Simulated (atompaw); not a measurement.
**How hard is this niobium (Nb) PAW (atompaw) potential?**

Nb (Z = 41), PAW, made with atompaw 4.2.0.5 (LDA (PW92), scalar-relativistic). Core [Ar] 3d10, reference 4s2 4p6 4d4 5s0 5p0 (charge +1). Waves: 4s (bound); 5s (bound, empty); 4p (bound); 5p (bound, empty); 4d (bound); 4d channel at 0.55 Ry. Local part: troulliermartins scheme with l = 3 at 0 Ry, radius 1.70 bohr. Core correction: smooth core density matched at 1.85 bohr. Augmentation charge: sinc compensation charge, radius 1.95 bohr; PAW radius 2.60 bohr; waves and projectors: bloechl.

The pseudo-atom Hamiltonian at the reference potential is diagonalised in spherical Bessel functions j_l(qr) that vanish at 20 bohr, with q² up to the cutoff. All-electron valence levels (Ry): 4s -4.7746, 5s -0.7148, 4p -3.0236, 5p -0.4345, 4d -0.7017.

Q: How do the lowest levels (Ry) of each channel move with the cutoff, and are there ghosts?

A:

```tsv
cutoff (Ry)	s #1	s #2	p #1	p #2	p #3	d #1	f #1	Σ f·Δε (mRy)
8	-0.7249	-0.2050	-0.5435	-0.1577	-0.0346	-0.2989	-0.0585	24591.3
15	-2.7303	-0.7075	-1.0620	-0.3202	-0.1114	-0.3591	-0.0586	17228.1
25	-4.4694	-0.7131	-2.4509	-0.4191	-0.1312	-0.5062	-0.0587	4828.4
40	-4.7464	-0.7147	-2.9793	-0.4333	-0.1341	-0.6707	-0.0587	446.1
50	-4.7508	-0.7148	-3.0193	-0.4343	-0.1343	-0.6966	-0.0587	93.7
70	-4.7688	-0.7148	-3.0215	-0.4344	-0.1343	-0.7016	-0.0587	24.3
100	-4.7744	-0.7148	-3.0233	-0.4345	-0.1343	-0.7016	-0.0587	2.1
140	-4.7746	-0.7148	-3.0236	-0.4345	-0.1343	-0.7017	-0.0587	0.1
400	-4.7746	-0.7148	-3.0236	-0.4345	-0.1343	-0.7017	-0.0587	0.0
```

Result: no extra level below or beside the all-electron valence levels (s, p, d, f tested); 10 mRy is reached at 90 Ry and 1 mRy at 110 Ry.
